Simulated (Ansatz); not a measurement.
**Molecular dynamics of C2H8BN**

The input (input.yaml):

```yaml
crystal:
  periodic: [false, false, false]
  atoms:
    - { symbol: B, position_ang: [0.000482, -0.012137, 0.03778] }
    - { symbol: "N", position_ang: [0.010463, -0.111622, 1.440439] }
    - { symbol: H, position_ang: [-0.827951, -0.245235, 1.985533] }
    - { symbol: H, position_ang: [0.857125, -0.055423, 1.986281] }
    - { symbol: C, position_ang: [1.364504, 0.189213, -0.739859] }
    - { symbol: H, position_ang: [1.549795, -0.659626, -1.413842] }
    - { symbol: H, position_ang: [1.32032, 1.081098, -1.380463] }
    - { symbol: H, position_ang: [2.2382, 0.290099, -0.08354] }
    - { symbol: C, position_ang: [-1.372889, -0.105416, -0.743074] }
    - { symbol: H, position_ang: [-2.240364, -0.287931, -0.096378] }
    - { symbol: H, position_ang: [-1.560791, 0.823969, -1.30004] }
    - { symbol: H, position_ang: [-1.338894, -0.907088, -1.494336] }
basis:
  gaussian: { orbitals: "6-31G" }
hamiltonian:
  xc: pbe0
md:
  timestep: 0.25
  n_steps: 150
  ensemble: nve_milne
  temperature: 1000.0
  initial_velocities: maxwell_boltzmann
  seed: 576030
```

Launched with:

```bash
$ ansatz run input.yaml --threads 1 --pin off --max-ram 2048MiB --backend cpu --events-out ev --progress --plain --runs-dir out
```

It starts from a relaxed structure.

Output, in part (one step line in 3, the closing report, with atoms numbered from 0):

```
md step     0: t =     0.00 fs  T =  1000.0 K  F+E_penalty+E_count = -4366.21642020 eV  E_kin = 1.292600 eV  conserved = -4364.92382021 eV  (23 SCF iters)
md step     3: t =     0.75 fs  T =   953.1 K  F+E_penalty+E_count = -4366.15575019 eV  E_kin = 1.231918 eV  conserved = -4364.92383256 eV  (22 SCF iters)
md step     6: t =     1.50 fs  T =   836.5 K  F+E_penalty+E_count = -4366.00504544 eV  E_kin = 1.081214 eV  conserved = -4364.92383172 eV  (23 SCF iters)
md step     9: t =     2.25 fs  T =   704.3 K  F+E_penalty+E_count = -4365.83423136 eV  E_kin = 0.910402 eV  conserved = -4364.92382965 eV  (24 SCF iters)
md step    12: t =     3.00 fs  T =   602.4 K  F+E_penalty+E_count = -4365.70248049 eV  E_kin = 0.778654 eV  conserved = -4364.92382623 eV  (24 SCF iters)
md step    15: t =     3.75 fs  T =   538.6 K  F+E_penalty+E_count = -4365.62003226 eV  E_kin = 0.696210 eV  conserved = -4364.92382220 eV  (25 SCF iters)
md step    18: t =     4.50 fs  T =   490.5 K  F+E_penalty+E_count = -4365.55780264 eV  E_kin = 0.633983 eV  conserved = -4364.92381946 eV  (25 SCF iters)
md step    21: t =     5.25 fs  T =   435.3 K  F+E_penalty+E_count = -4365.48654710 eV  E_kin = 0.562728 eV  conserved = -4364.92381862 eV  (25 SCF iters)
md step    24: t =     6.00 fs  T =   369.6 K  F+E_penalty+E_count = -4365.40159998 eV  E_kin = 0.477780 eV  conserved = -4364.92381948 eV  (22 SCF iters)
md step    27: t =     6.75 fs  T =   308.9 K  F+E_penalty+E_count = -4365.32309668 eV  E_kin = 0.399275 eV  conserved = -4364.92382153 eV  (22 SCF iters)
md step    30: t =     7.50 fs  T =   278.2 K  F+E_penalty+E_count = -4365.28345314 eV  E_kin = 0.359629 eV  conserved = -4364.92382442 eV  (23 SCF iters)
md step    33: t =     8.25 fs  T =   299.1 K  F+E_penalty+E_count = -4365.31049676 eV  E_kin = 0.386670 eV  conserved = -4364.92382724 eV  (20 SCF iters)
md step    36: t =     9.00 fs  T =   375.4 K  F+E_penalty+E_count = -4365.40909585 eV  E_kin = 0.485266 eV  conserved = -4364.92382946 eV  (22 SCF iters)
md step    39: t =     9.75 fs  T =   483.1 K  F+E_penalty+E_count = -4365.54833816 eV  E_kin = 0.624508 eV  conserved = -4364.92383040 eV  (22 SCF iters)
md step    42: t =    10.50 fs  T =   578.8 K  F+E_penalty+E_count = -4365.67199792 eV  E_kin = 0.748168 eV  conserved = -4364.92383041 eV  (22 SCF iters)
md step    45: t =    11.25 fs  T =   625.7 K  F+E_penalty+E_count = -4365.73263040 eV  E_kin = 0.808800 eV  conserved = -4364.92383003 eV  (22 SCF iters)
md step    48: t =    12.00 fs  T =   617.3 K  F+E_penalty+E_count = -4365.72175659 eV  E_kin = 0.797927 eV  conserved = -4364.92382923 eV  (23 SCF iters)
md step    51: t =    12.75 fs  T =   580.1 K  F+E_penalty+E_count = -4365.67370083 eV  E_kin = 0.749873 eV  conserved = -4364.92382809 eV  (22 SCF iters)
md step    54: t =    13.50 fs  T =   551.8 K  F+E_penalty+E_count = -4365.63708846 eV  E_kin = 0.713263 eV  conserved = -4364.92382573 eV  (23 SCF iters)
md step    57: t =    14.25 fs  T =   548.7 K  F+E_penalty+E_count = -4365.63302283 eV  E_kin = 0.709200 eV  conserved = -4364.92382254 eV  (23 SCF iters)
md step    60: t =    15.00 fs  T =   558.2 K  F+E_penalty+E_count = -4365.64540501 eV  E_kin = 0.721585 eV  conserved = -4364.92382011 eV  (22 SCF iters)
md step    63: t =    15.75 fs  T =   562.5 K  F+E_penalty+E_count = -4365.65091446 eV  E_kin = 0.727095 eV  conserved = -4364.92381979 eV  (22 SCF iters)
md step    66: t =    16.50 fs  T =   553.8 K  F+E_penalty+E_count = -4365.63965216 eV  E_kin = 0.715832 eV  conserved = -4364.92382063 eV  (22 SCF iters)
md step    69: t =    17.25 fs  T =   529.6 K  F+E_penalty+E_count = -4365.60836369 eV  E_kin = 0.684542 eV  conserved = -4364.92382201 eV  (23 SCF iters)
md step    72: t =    18.00 fs  T =   491.6 K  F+E_penalty+E_count = -4365.55932128 eV  E_kin = 0.635497 eV  conserved = -4364.92382409 eV  (24 SCF iters)
md step    75: t =    18.75 fs  T =   456.7 K  F+E_penalty+E_count = -4365.51413703 eV  E_kin = 0.590310 eV  conserved = -4364.92382711 eV  (24 SCF iters)
md step    78: t =    19.50 fs  T =   452.3 K  F+E_penalty+E_count = -4365.50845889 eV  E_kin = 0.584629 eV  conserved = -4364.92382974 eV  (24 SCF iters)
md step    81: t =    20.25 fs  T =   488.6 K  F+E_penalty+E_count = -4365.55540213 eV  E_kin = 0.631571 eV  conserved = -4364.92383076 eV  (23 SCF iters)
md step    84: t =    21.00 fs  T =   540.3 K  F+E_penalty+E_count = -4365.62218699 eV  E_kin = 0.698357 eV  conserved = -4364.92383045 eV  (23 SCF iters)
md step    87: t =    21.75 fs  T =   565.4 K  F+E_penalty+E_count = -4365.65470936 eV  E_kin = 0.730879 eV  conserved = -4364.92383019 eV  (23 SCF iters)
md step    90: t =    22.50 fs  T =   538.8 K  F+E_penalty+E_count = -4365.62031643 eV  E_kin = 0.696487 eV  conserved = -4364.92382991 eV  (22 SCF iters)
md step    93: t =    23.25 fs  T =   469.3 K  F+E_penalty+E_count = -4365.53049134 eV  E_kin = 0.606662 eV  conserved = -4364.92382942 eV  (23 SCF iters)
md step    96: t =    24.00 fs  T =   395.2 K  F+E_penalty+E_count = -4365.43467115 eV  E_kin = 0.510842 eV  conserved = -4364.92382869 eV  (23 SCF iters)
md step    99: t =    24.75 fs  T =   357.2 K  F+E_penalty+E_count = -4365.38552078 eV  E_kin = 0.461694 eV  conserved = -4364.92382705 eV  (24 SCF iters)
md step   102: t =    25.50 fs  T =   366.4 K  F+E_penalty+E_count = -4365.39737559 eV  E_kin = 0.473551 eV  conserved = -4364.92382452 eV  (23 SCF iters)
md step   105: t =    26.25 fs  T =   399.4 K  F+E_penalty+E_count = -4365.44005005 eV  E_kin = 0.516228 eV  conserved = -4364.92382249 eV  (22 SCF iters)
md step   108: t =    27.00 fs  T =   423.9 K  F+E_penalty+E_count = -4365.47173834 eV  E_kin = 0.547917 eV  conserved = -4364.92382161 eV  (23 SCF iters)
md step   111: t =    27.75 fs  T =   423.0 K  F+E_penalty+E_count = -4365.47055442 eV  E_kin = 0.546733 eV  conserved = -4364.92382187 eV  (24 SCF iters)
md step   114: t =    28.50 fs  T =   399.9 K  F+E_penalty+E_count = -4365.44078809 eV  E_kin = 0.516965 eV  conserved = -4364.92382277 eV  (24 SCF iters)
md step   117: t =    29.25 fs  T =   372.8 K  F+E_penalty+E_count = -4365.40567913 eV  E_kin = 0.481855 eV  conserved = -4364.92382420 eV  (24 SCF iters)
md step   120: t =    30.00 fs  T =   367.2 K  F+E_penalty+E_count = -4365.39842692 eV  E_kin = 0.474601 eV  conserved = -4364.92382624 eV  (23 SCF iters)
md step   123: t =    30.75 fs  T =   402.0 K  F+E_penalty+E_count = -4365.44349406 eV  E_kin = 0.519666 eV  conserved = -4364.92382804 eV  (24 SCF iters)
md step   126: t =    31.50 fs  T =   469.9 K  F+E_penalty+E_count = -4365.53125597 eV  E_kin = 0.607427 eV  conserved = -4364.92382908 eV  (24 SCF iters)
md step   129: t =    32.25 fs  T =   535.8 K  F+E_penalty+E_count = -4365.61643904 eV  E_kin = 0.692609 eV  conserved = -4364.92382970 eV  (22 SCF iters)
md step   132: t =    33.00 fs  T =   562.8 K  F+E_penalty+E_count = -4365.65135753 eV  E_kin = 0.727527 eV  conserved = -4364.92383046 eV  (23 SCF iters)
md step   135: t =    33.75 fs  T =   541.2 K  F+E_penalty+E_count = -4365.62335788 eV  E_kin = 0.699527 eV  conserved = -4364.92383117 eV  (25 SCF iters)
md step   138: t =    34.50 fs  T =   495.9 K  F+E_penalty+E_count = -4365.56489144 eV  E_kin = 0.641060 eV  conserved = -4364.92383155 eV  (24 SCF iters)
md step   141: t =    35.25 fs  T =   467.0 K  F+E_penalty+E_count = -4365.52751005 eV  E_kin = 0.603679 eV  conserved = -4364.92383058 eV  (24 SCF iters)
md step   144: t =    36.00 fs  T =   476.0 K  F+E_penalty+E_count = -4365.53915451 eV  E_kin = 0.615327 eV  conserved = -4364.92382801 eV  (24 SCF iters)
md step   147: t =    36.75 fs  T =   512.9 K  F+E_penalty+E_count = -4365.58685651 eV  E_kin = 0.663031 eV  conserved = -4364.92382507 eV  (24 SCF iters)
md step   150: t =    37.50 fs  T =   553.0 K  F+E_penalty+E_count = -4365.63859134 eV  E_kin = 0.714768 eV  conserved = -4364.92382301 eV  (24 SCF iters)
Total energy: -4365.63860847 eV, -160.4342597251 hartree
Atom 0 at     0.005586    -0.044281     0.070641 Å, force     1.782083    -0.216398     0.151211 eV/Å
Atom 1 at    -0.041981    -0.039233     1.540066 Å, force    -1.624528    -0.427433    -2.834842 eV/Å
Atom 2 at    -0.954480    -0.236114     1.974089 Å, force     0.895240     0.285526    -0.076786 eV/Å
Atom 3 at     0.738707     0.029958     2.143677 Å, force     0.683925     0.089574     0.487522 eV/Å
Atom 4 at     1.380866     0.170443    -0.845797 Å, force     0.497855     0.643216     1.146333 eV/Å
Atom 5 at     1.366194    -0.391249    -1.809129 Å, force    -0.480240     0.668579     0.384237 eV/Å
Atom 6 at     1.455548     1.318630    -1.020336 Å, force     0.005409    -1.789546    -0.091717 eV/Å
Atom 7 at     2.374248    -0.158693    -0.397770 Å, force    -1.089385     0.559544    -0.004185 eV/Å
Atom 8 at    -1.324578    -0.143281    -0.777634 Å, force    -0.561170    -0.703205     1.665416 eV/Å
Atom 9 at    -2.047913    -0.738105    -0.195967 Å, force    -0.328234     0.361669     0.171795 eV/Å
Atom 10 at    -1.683372     0.885403    -0.822301 Å, force    -0.427936     0.143752    -0.472743 eV/Å
Atom 11 at    -1.348096    -0.656307    -1.731725 Å, force     0.646980     0.384724    -0.526242 eV/Å
Dipole moment:    -0.068240    -0.024846     0.297486 e Å
```

The run went to its last step. The conserved energy stayed within 0.0027 meV per atom of its start (net change -0.00025 meV per atom), so the integration is sound. A run of 0.037 ps of so small a system gives no equilibrium averages. Limits of this set-up: no polarisation functions.

The same pairs are bonded in the first frame and the last. Pairs count as bonded within 1.25 times the sum of covalent radii (0.12 Å more for H–H).

Last frame:

```xyz
12
Properties=species:S:1:pos:R:3
B 0.006 -0.044 0.071
N -0.042 -0.039 1.540
H -0.955 -0.236 1.974
H 0.739 0.030 2.144
C 1.381 0.170 -0.846
H 1.366 -0.391 -1.809
H 1.456 1.319 -1.020
H 2.374 -0.159 -0.398
C -1.325 -0.143 -0.778
H -2.048 -0.738 -0.196
H -1.683 0.885 -0.822
H -1.348 -0.656 -1.732
```

Time of the run: 4.2 min on 1 thread of Intel(R) Xeon(R) 6975P-C (Granite Rapids), with other jobs on the host, peak memory 0.13 GiB.
